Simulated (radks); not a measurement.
Problem. The mean radii <r> (bohr) of the occupied orbitals of an atom or ion are listed with their occupations. All-electron calculation, non-relativistic Kohn-Sham, r2SCAN, spin-polarised, spherical densities, point nucleus; meta-GGA in the generalised Kohn-Sham scheme. Program: a radial shooting solver on a logarithmic mesh with Libxc functionals.

orbital  occ.      <r>
1s down     1  0.02047
1s up       1  0.02047
2s up       1  0.08648
2s down     1  0.08648
2p up       3  0.07318
2p down     3  0.07317
3s up       1   0.2194
3s down     1   0.2194
3p up       3   0.2096
3p down     3   0.2096
3d up       5   0.1840
3d down     5   0.1840
4s up       1   0.4892
4s down     1   0.4893
4p up       3   0.4966
4p down     3   0.4967
4d up       5   0.5138
4d down     5   0.5137
5s up       1    1.170
5s down     1    1.161
4f up       7   0.5892
5p up       3    1.286
4f down     7   0.5854
5p down     3    1.272
5d up       3    1.708

Name the element and its charge. Open shells, if any, are filled with parallel spins first.

Solution. Z = 74, tungsten, charge +3: W3+ in [Xe] 4f14 5d3. The 1s radius gives Z: for a bare nucleus <r> = 1.5/Z, 0.02027 bohr for Z = 74, and screening makes it slightly larger (0.02047 here). The occupations add up to 71, and the charge is Z minus that.
